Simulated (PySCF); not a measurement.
# Bromine: a sound run and one with changed settings

Sound run: Br [Ar] 3d10 4s2 4p5, Br⁺ [Ar] 3d10 4s2 4p4. Computed with PySCF 2.14 in cc-pVDZ-PP with ECP10MDF (4s3p2d, 23 functions), with scalar relativity through the core potential. In the sound run the correlated levels freeze 3s2 3p6 3d10 outside the core potential. The sound run starts from symmetry-adapted Hartree-Fock orbitals and uses a fine grid where one is needed.

A second run was set up differently.

```csv
species,method,sound run (hartree),changed run (hartree),converged
Br,MP2,-415.56635,-415.58773,yes
Br⁺,MP2,-415.15109,-415.17132,yes
```

Ionisation energy of Br:

```csv
method,sound run (eV),changed run (eV)
UHF,10.750,10.750
MP2,11.300,11.331
SCS-MP2,11.275,11.294
```

**Question.** What was changed?
A. a valence shell is frozen
B. too few SCF iterations
C. all electrons correlated in a valence basis
D. basis contracted for another Hamiltonian

**Answer.** C. A valence basis has no tight correlating functions, so it recovers only part of the core correlation, and not evenly between atom and ion.
